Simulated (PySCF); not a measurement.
Mg(H)(SeH) (H2MgSe), SMILES [MgH][SeH].

Geometry optimised at PBE-D3(BJ)/def2-TZVP.

Level of theory: C-PCM-PBE0/def2-TZVPD in PySCF 2.14.0.

The values are the electrostatic part of the solvation free energy, E(continuum) − E(gas) at the gas-phase geometry, in a cavity of scaled van der Waals radii (PySCF's table); cavitation and dispersion terms are not included. A continuum can't describe solvent molecules that bind to the metal. In vacuum the orbital gap is 5.76 eV. The dipole moment in vacuum is 1.09 D.

Computed values in water (ε = 78.36), acetonitrile (ε = 35.69), ethanol (ε = 24.85):
| solvent | ε | ΔG(elec) (kcal/mol) | dipole (D) | gap (eV) |
|---|---|---|---|---|
| water | 78.36 | -13.3 | 1.82 | 6.24 |
| acetonitrile | 35.69 | -13.1 | 1.80 | 6.23 |
| ethanol | 24.85 | -12.9 | 1.79 | 6.22 |
